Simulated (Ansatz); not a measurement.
CH$_{3}$F$_{2}$SSi, SMILES `C[Si](F)(F)[S]` radical. Charge 0, multiplicity 2.

```xyz
8

C     0.6573    0.3847   -0.6640
Si   -0.4885   -0.2937    0.6072
F     0.2379   -1.3964    1.4894
F    -0.9112    0.8327    1.6436
S    -2.1993   -1.1109   -0.3254
H     1.5349    0.8023   -0.1622
H     0.9905   -0.3971   -1.3486
H     0.1785    1.1784   -1.2399
```

Problem. List the harmonic frequencies (cm⁻¹, unscaled) at PBE0-D4/def2-TZVP in Ansatz. (Estimate.)

Solution. The calculation gave: 116, 148, 166, 249, 294, 327, 502, 709, 779, 801, 907, 951, 1279, 1429, 1444, 3057, 3142, 3157.

Problem. Is this a minimum?

Solution. Yes, all 18 modes are real.

Problem. Give the ideal-gas thermochemistry at 298.15 K and 1 bar (rigid rotor, harmonic oscillator; point group Cs, symmetry number 1).

Solution. Zero-point energy 116.4 kJ/mol; H(298) − E = 136.5 kJ/mol; entropy 348.0 J/(mol·K), of which translation 167.8, rotation 113.7, vibration 60.7, electronic 5.8; G(298) − E = 32.8 kJ/mol.
